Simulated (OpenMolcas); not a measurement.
# Tm2+ in SrF2: curves along the breathing mode

Tm2+ with its 8 nearest fluoride ions, on the Sr site of SrF2 (a = 5.796 Å, distance in the model lattice 2.510 Å). The rest of the host is ab initio model potentials to 7.6 Å and point charges beyond; the distance is set by hand and nothing relaxes. Ligand basis ANO-RCC-VDZP.

- Program: OpenMolcas 26.06
- Method: SS-CASPT2, IPEA 0.25 Eh, imaginary shift 0.1 Eh (closed shells correlated: 5s 5p and the ligand valence shells)
- Basis: ANO-RCC-VDZP [7s6p4d2f1g]
- Scalar Hamiltonian: DKH2, point nucleus
- Active space: 13 electrons in 7 orbitals (4f)
- State averaging: 2S+1 = 2 odd, 7 roots
- Spin-orbit coupling: RASSI with atomic mean-field integrals over the reference wave functions

Spin-free energies (labels of O, the rotations of Oh) in cm-1 above the lowest fitted minimum, as all ligands move together:

```json
{"R (Å)": "2.32", "2A2": "40", "2T2": "910", "2T1": "960"}
{"R (Å)": "2.375", "2A2": "870", "2T2": "1600", "2T1": "1660"}
{"R (Å)": "2.429", "2A2": "4040", "2T2": "4640", "2T1": "4700"}
{"R (Å)": "2.484", "2A2": "9350", "2T2": "9850", "2T1": "9900"}
{"R (Å)": "2.539", "2A2": "16510", "2T2": "16930", "2T1": "16980"}
{"R (Å)": "2.593", "2A2": "25100", "2T2": "25440", "2T1": "25530"}
{"R (Å)": "2.648", "2A2": "35270", "2T2": "35560", "2T1": "35620"}
```

Cubic fits give the following; the wavenumber is harmonic, with the mass of all moving ligands, small differences in it between states hang on the degree of the fit, a number in brackets counts states of one label, and the table is a selection of at most 14 states with clean curves.

```json
{"State": "2A2", "R0 (Å)": "2.329", "Breathing mode (cm-1)": "434", "Minimum (cm-1)": "0"}
{"State": "2T2", "R0 (Å)": "2.332", "Breathing mode (cm-1)": "435", "Minimum (cm-1)": "840"}
{"State": "2T1", "R0 (Å)": "2.332", "Breathing mode (cm-1)": "435", "Minimum (cm-1)": "890"}
```

For an f ion spin-orbit coupling outweighs the ligand field, so these spin-free curves are not those of observable levels.

Roots that are degenerate in the reference are averaged as groups; the widest CASPT2 spread within a group is 44 cm-1 (the 3-fold group of multiplicity 2 near 426 cm-1 above the lowest state of its run, R = 2.593). Shifts and gaps below about the spread of the groups concerned are not significant. Over all roots computed the reference weight is 0.65 in R = 2.32, 0.65 in R = 2.375, 0.65 in R = 2.429, 0.65 in R = 2.484, 0.65 in R = 2.539, 0.65 in R = 2.593, 0.65 in R = 2.648; a low but even weight reflects the number of correlated electrons. Splittings of an f shell from a small cluster at a set distance can be off by tens of per cent, mostly too small. No measured value stands beside these numbers.
